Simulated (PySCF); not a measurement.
BiCl₃, SMILES [Cl][Bi]([Cl])[Cl]. Atoms are numbered in the order given.

```xyz
4

Bi     0.0000     0.0000     0.4492
Cl     1.8662    -1.0774    -0.7311
Cl    -1.8662    -1.0774    -0.7311
Cl     0.0000     2.1549    -0.7311
```

Geometry: PBE0-D3(BJ)/def2-SVP. The isomer is the one that the SMILES or the coordinates give; other isomers of the formula were not compared. The def2 effective core potentials stand for the cores of Bi; spin–orbit coupling is left out.

Level of theory: CAM-B3LYP/def2-TZVPD in PySCF.

Mulliken values depend strongly on the basis, most of all with diffuse functions as here. ESP charges are fitted to the potential on shells at 1.4 to 2.0 van der Waals radii. Atomic charges (e):

```json
[
 {"atom": "Bi1", "Mulliken": "1.15", "ESP fit": "?"},
 {"atom": "Cl2", "Mulliken": "-0.38", "ESP fit": "?"},
 {"atom": "Cl3", "Mulliken": "-0.38", "ESP fit": "?"},
 {"atom": "Cl4", "Mulliken": "-0.38", "ESP fit": "?"}
]
```

Problem. Complete the blanks. (Estimate from the structure and the level; the computed values follow.)

Solution. 
- Bi1, ESP fit: 0.73
- Cl2, ESP fit: -0.24
- Cl3, ESP fit: -0.24
- Cl4, ESP fit: -0.24
